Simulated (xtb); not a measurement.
Al(Me)2(OiPr) (C5H13AlO), SMILES CC(C)[O][Al]([CH3])[CH3]. All values are semi-empirical tight-binding results from xtb (GFN2-xTB unless named), good for trends rather than for accurate numbers. The structure is a stationary point at GFN2-xTB. The isomer is the one that the SMILES or the coordinates give; other isomers of the formula were not compared. One conformer was computed; it need not be the lowest.

For metal compounds this method's bond lengths and energies can be far off.

Computed properties:
The orbital gap is 4.17 eV. The zero-point energy is 103.8 kcal/mol and the G − E(el) at 298.15 K (modified RRHO) is 79.6 kcal/mol.
